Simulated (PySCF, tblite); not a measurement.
Problem. Write Cartesian coordinates for `[O-][P@@](=O)(CCCC)C#C` as optimised with GFN2-xTB. (Charge -1.)

Solution. 
```
atom  x, y, z in Å
C1     4.3892    0.0647   -0.3210
C2     3.2338    0.1678   -0.0088
P3     1.5561    0.3915    0.6586
O4     1.3997   -0.5140    1.8321
O5     1.2860    1.8464    0.8217
C6     0.6502   -0.2513   -0.8471
C7    -0.7979    0.1934   -0.7773
C8    -1.5210   -0.4827    0.3805
C9    -2.9460    0.0281    0.5528
H10    5.3926   -0.0372   -0.6277
H11    0.7325   -1.3393   -0.8914
H12    1.1334    0.1686   -1.7333
H13   -0.8047    1.2744   -0.6135
H14   -1.3216   -0.0143   -1.7227
H15   -0.9453   -0.2922    1.2860
H16   -1.5358   -1.5649    0.2155
H17   -3.5279   -0.1304   -0.3563
H18   -2.9385    1.0939    0.7716
H19   -3.4447   -0.4871    1.3727
```

Orientation and origin are arbitrary. Atoms count from 1 in this order. The 2 C–P bonds span 1.819 Å (C2–P3, drawn single) to 1.871 Å (P3–C6, drawn single), a spread of 0.052 Å. P3 (phosphoryl phosphorus) has angles from 96.3° to 119.2°. Of the pairs four or more bonds apart, O4···H15 is among the closest relative to their van der Waals radii: 2.42 Å, 89 % of the sum of Bondi's values. The C–C distances run from 1.201 Å (C1≡C2, drawn triple) to 1.524 Å (C8–C9, drawn single), a spread of 0.323 Å.

Bonds between heavy atoms (Å): C1≡C2 1.201, C2–P3 1.819, P3=O4 1.490, P3–O5 1.489, P3–C6 1.871, C6–C7 1.516, C7–C8 1.523, C8–C9 1.524.

Computed geometry: GFN2-xTB, gas phase.

Point group: C1 (no symmetry element, even within 0.4 Å). Its GFN2-xTB frequencies are all real (lowest 19 cm⁻¹). Torsions: C2–P3–C6–C7 -163°, P3–C6–C7–C8 -67°, C6–C7–C8–C9 175°.

One conformer stands for the species.
